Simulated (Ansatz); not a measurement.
Reaction (formal exchange of groups at the Al–O bond): `[BH2][Al]([CH3])[O][AlH2]` + `CC(N)O` → `[BH2][Al]([CH3])[NH2]` + `CC(O)[O][AlH2]`

Program: Ansatz. Geometries: PBE0-D4/def2-TZVP. ΔE: electronic, gas phase. CBS: MP2 limit from def2 TZ/QZ plus the TZ coupled-cluster correction, frozen cores. DFT in def2-TZVPP. One conformer a species, not always the lowest.

CCSD(T)/CBS gives +17.1 kcal/mol.

(1) Another level gave +16.1 kcal/mol. Which?
A. HF/def2-TZVPP
B. r2SCAN-D4/def2-TZVPP
C. LDA (SPW92)/def2-TZVPP
D. BHLYP-D4/def2-TZVPP

(2) What do rigid-rotor, harmonic-oscillator terms from PBE0-D4/def2-TZVP frequencies (298.15 K, 1 bar) make of the CCSD(T)/CBS value? (Best estimate.)

Largest T1 diagnostic among the species: 0.012.

Results:

(1) B. r2SCAN-D4 16.1, HF/def2-TZVPP 18.2, BHLYP-D4 17.2, LDA (SPW92) 14.4 kcal/mol.

(2) The calculation gave: ΔZPE = -0.8 kcal/mol, ΔH = +16.2 kcal/mol, ΔS = -9 J/(mol·K), ΔG = +16.9 kcal/mol. Modes under 50 cm⁻¹ make the entropy rough.

From BLYP to BHLYP (50 % exact exchange), in def2-TZVPP and without D4, ΔE moves by +1.0 kcal/mol. Leaving LDA and LC-ωPBE aside and taking each functional with its dispersion term where it has one, the values, not all of them listed here, spread over 2.1 kcal/mol, from PBE-D4 to B2PLYP. LDA lies −1.2 kcal/mol from PBE without D4.
